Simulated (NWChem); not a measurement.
Species: C₂F₄O; SMILES FC1(F)OC1(F)F

Results from NWChem. Geometry: optimised at B3LYP/6-31G* (spherical d).

Problem. What does the run give for LRC-wPBEh/def2-SVP? Quantities: highest occupied level (eV); orbital gap (eV); dipole (D).

Solution. 
```json
{
 "highest occupied level (eV)": "-11.76",
 "orbital gap (eV)": "16.15",
 "dipole (D)": "0.68"
}
```
